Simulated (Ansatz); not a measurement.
C$_{2}$H$_{5}$O, doublet, at a GFN2-xTB geometry. Base run: HF/def2-SV(P) run with Ansatz (an electronic-structure program).

The Ansatz input:
Ansatz 0.2 input:
```yaml
crystal:
  periodic: [false, false, false]
  atoms:
    - {symbol: C, position_ang: [1.19309028, -0.36928823, -0.01550432]}
    - {symbol: C, position_ang: [-0.00932706, 0.48045677, -0.15550838]}
    - {symbol: O, position_ang: [-1.20582994, -0.08620026, 0.22487613]}
    - {symbol: H, position_ang: [-1.93007401, 0.51802160, 0.03896304]}
    - {symbol: H, position_ang: [-0.03898534, 1.28106100, -0.87783908]}
    - {symbol: H, position_ang: [2.07699739, 0.24879310, 0.13478836]}
    - {symbol: H, position_ang: [1.06534748, -1.03511733, 0.83459159]}
    - {symbol: H, position_ang: [1.37077470, -0.99016743, -0.90343665]}
basis:
  gaussian:
    orbitals: def2-SV_P_.json
hamiltonian:
  xc: hf
magnetization: {spin_polarized: true, initial_magnetization: 1}
```
The basis file holds def2-SV(P) in the JSON format of the Basis Set Exchange.

The bond that is stretched is that between atoms 5 and 2. A test that says stable can miss a lower solution.

Variants of this job, named by their change:

```tsv
change	ΔE vs base (kcal/mol)	<S^2>	stability test says
base	0.000	0.762	minimum
spin_polarized = on; lower_state_search = off	0.000	0.762	undecided (no full test)
spin_polarized = on; lower_state_search = standard	0.000	0.762	minimum
bond × 1.25	18.68	0.769	minimum
spin_polarized = on; lower_state_search = off; bond × 1.25	18.68	0.769	undecided (no full test)
spin_polarized = on; lower_state_search = standard; bond × 1.25	18.68	0.769	minimum
bond × 1.5	50.04	0.871	minimum
spin_polarized = on; lower_state_search = off; bond × 1.5	50.04	0.871	undecided (no full test)
spin_polarized = on; lower_state_search = standard; bond × 1.5	50.04	0.871	minimum
bond × 1.8	73.0	1.372	minimum
spin_polarized = on; lower_state_search = off; bond × 1.8	74.2	1.114	undecided (no full test)
spin_polarized = on; lower_state_search = standard; bond × 1.8	73.0	1.372	minimum
bond × 2.2	77.8	1.196	minimum
spin_polarized = on; lower_state_search = off; bond × 2.2	77.8	1.196	undecided (no full test)
spin_polarized = on; lower_state_search = standard; bond × 2.2	77.8	1.196	minimum
bond × 3.0	77.8	1.198	minimum
spin_polarized = on; lower_state_search = off; bond × 3.0	77.8	1.198	undecided (no full test)
spin_polarized = on; lower_state_search = standard; bond × 3.0	77.8	1.198	minimum
```

On stretching, the SCF can end on different states; <S^2> shows the spin contamination of each.
